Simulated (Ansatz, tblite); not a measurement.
Forces on Li3Br4 at its r2SCAN-D4/def2-SVP geometry. Charge 0, multiplicity 2.

The xTB rows come from tblite. At PBE-D4/def2-TZVP the gap within one spin of the charge 0 doublet nearly closes, so an electron or hole may be smeared out by delocalisation error. In the doublet, Br5 and Br6 lie 2.96 Å apart (atoms count from 1), so these atoms are partly bonded to each other. Another isomer (doublet) lies 0.08 eV lower at PBE0-D4/def2-TZVP; other spin states weren't run for this one.

GFN1-xTB (tblite), largest force 0.33 eV/Å:

```xyz
7
positions Å, forces eV/Å
Li   -0.485   -1.614    0.137    0.080    0.307   -0.045
Li    1.986    0.431   -0.055   -0.300   -0.026   -0.134
Li   -1.033    1.011    0.880    0.182   -0.187   -0.185
Br   -2.632   -0.619    0.246    0.004   -0.010    0.037
Br    0.348    1.970   -1.166    0.004    0.079    0.212
Br    0.934   -0.824   -1.954    0.054   -0.166    0.145
Br    0.882   -0.355    1.912   -0.023    0.003   -0.029
```

GFN2-xTB (tblite), largest force 0.61 eV/Å:

```
Li 0.070 -0.202 -0.124
Li 0.228 0.072 -0.091
Li -0.025 0.247 0.003
Br -0.252 -0.067 0.047
Br -0.115 0.540 0.251
Br 0.121 -0.589 -0.066
Br -0.026 0.000 -0.019
```

PBE-D4/def2-TZVP (Ansatz), largest force 0.10 eV/Å:

```
Li 0.019 0.095 0.015
Li -0.100 -0.020 -0.009
Li 0.053 -0.075 -0.033
Br 0.025 0.004 0.005
Br 0.020 -0.061 0.021
Br -0.001 0.045 0.051
Br -0.017 0.011 -0.051
```
